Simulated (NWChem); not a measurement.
Molecule: Ag2; SMILES [Ag][Ag]

Results from NWChem. Coordinates come from a PBE0/def2-SVP optimisation. def2 effective core potentials on Ag; no spin-orbit coupling. Ions are spin-unrestricted doublets at the neutral geometry; other ion states weren't tried.

Q: What does the run give for r2SCAN/def2-SVP? Quantities: −ε(HOMO) (eV).

A: 
| Quantity | Value |
|---|---|
| −ε(HOMO) (eV) | 5.14 |
